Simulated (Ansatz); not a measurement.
Computed with Ansatz on PBE0-D4/def2-TZVP structures; ΔE is electronic, products minus reactants. CCSD(T)/CBS is the MP2 limit (def2-TZVPP, def2-QZVPP) plus CCSD(T) − MP2 in def2-TZVPP, frozen cores. This one scheme is used for every species. Functionals use def2-TZVPP. B3LYP here is the variant with VWN-RPA as its local correlation; programs differ in this. For Ga outer-core shells are correlated without core-valence functions, which leaves a few kJ/mol of doubt a bond. Scalar relativity is left out up to krypton. One conformer a species, not always the lowest.

Consider the ligand exchange at a Ga–N bond: `C[NH][GaH][CH3]` + `SS` → `[CH3][GaH][S]S` + CH₃NH₂.

`C[NH][GaH][CH3]`:

```xyz
12

C    -0.712    1.691    0.161
N     0.557    1.155   -0.264
Ga    1.082   -0.587   -0.353
C    -0.185   -1.988    0.179
H    -1.215    2.258   -0.633
H    -0.619    2.354    1.030
H    -1.384    0.880    0.448
H     1.213    1.869   -0.539
H     2.546   -0.803   -0.868
H    -1.130   -1.577    0.536
H    -0.396   -2.647   -0.667
H     0.244   -2.606    0.971
```

`SS`:

```xyz
4

S     0.516    0.862    0.506
S    -0.855   -0.018   -0.731
H     0.378    0.050    1.572
H    -0.039   -0.894   -1.347
```

`[CH3][GaH][S]S`:

Z-matrix (Å, degrees):
```
C
Ga 1 1.953
H 1 1.092 2 110.0
H 1 1.093 2 109.7 3 -118.1
H 1 1.089 2 110.9 3 121.2
S 2 2.224 1 120.5 3 -126.1
H 2 1.567 1 128.3 3 53.9
S 6 2.070 2 103.6 1 2.3
H 8 1.345 6 97.9 2 -95.9
```

CH₃NH₂:

Cartesian coordinates in Å:
```
C -0.267 0.287 0.411
N 0.451 -0.152 -0.774
H -0.549 -0.510 1.114
H -1.182 0.804 0.109
H 0.342 1.011 0.956
H -0.102 -0.816 -1.300
H 1.308 -0.625 -0.516
```

```tsv
level	ΔE (kJ/mol)
r2SCAN-D4	-49.5
PBE0-D4	-53.4
B3LYP-D4	-49.2
ωB97M-V	-47.6
SCS-MP2/def2-TZVPP	-42.9
CCSD/def2-TZVPP	-42.6
CCSD(T)/def2-TZVPP	-43.1
CCSD/CBS(def2)	-44.8
```

What does CCSD(T)/CBS give? (Estimate.)

Ansatz gave: -45.4 kJ/mol. The listed levels differ from it by -4.1, -8.0, -3.8, -2.2, 2.5, 2.8, 2.3, 0.6 kJ/mol.

Largest T1 diagnostic among the species: 0.013.

In def2-TZVPP, CCSD(T) changes the Hartree–Fock value by +7.8 kJ/mol (the triples alone add −0.6 kJ/mol) and MP2 by +5.8 kJ/mol.
